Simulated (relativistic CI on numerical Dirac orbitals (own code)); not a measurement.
## Radial parameters of Sb36+

Method of calculation: Dirac-Coulomb-Breit CI, KLI orbitals optimised for each configuration, model QED (radiative potential, 1s self-energy scaled to tabulated hydrogen-like ionisation energies), unscaled Slater integrals (own radial code, finite nucleus).

Slater integrals F^k, G^k are unscaled and averaged over j, outside the closed core [Ne]; ζ comes from projecting the Hamiltonian with its Breit term on Σ l·s of the shell.

- 3s²3p³: F^2(3p,3p) = 344520, ζ(3p) = 330990 cm⁻¹; <r>(3p) = 0.287, <r^2>(3p) = 0.09502 (bohr units).
- 3s3p⁴: F^2(3p,3p) = 344290, G^1(3s,3p) = 434180, ζ(3p) = 330840 cm⁻¹; <r>(3s) = 0.296, <r^2>(3s) = 0.09974, <r>(3p) = 0.2871, <r^2>(3p) = 0.09515 (bohr units).
- 3s²3p²3d: F^2(3p,3p) = 344160, ζ(3p) = 330540, F^2(3p,3d) = 346150, G^1(3p,3d) = 362790, G^3(3p,3d) = 244570, ζ(3d) = 43406 cm⁻¹; <r>(3p) = 0.2873, <r^2>(3p) = 0.09523, <r>(3d) = 0.2539, <r^2>(3d) = 0.07442 (bohr units).

Averages of the first 10 configurations, taken without configuration mixing, which lowers the lowest level and can move excited configurations by several eV; other configurations of the list can lie among them:

| Configuration | Parity | States | Average energy above the lowest level (eV) |
| --- | --- | --- | --- |
| 3s²3p³ | odd | 20 | 67.5 |
| 3s3p⁴ | even | 30 | 217.5 |
| 3s²3p²3d | even | 150 | 242.9 |
| 3p⁵ | odd | 6 | 382.3 |
| 3s3p³3d | odd | 400 | 386.5 |
| 3p⁴3d | even | 150 | 545.0 |
| 3s3p²3d² | even | 1350 | 561.3 |
| 3s²3p3d4p | even | 360 | 1385.4 |
| 3p⁴4s | even | 30 | 1455.4 |
| 3s3p²3d4s | even | 600 | 1463.2 |
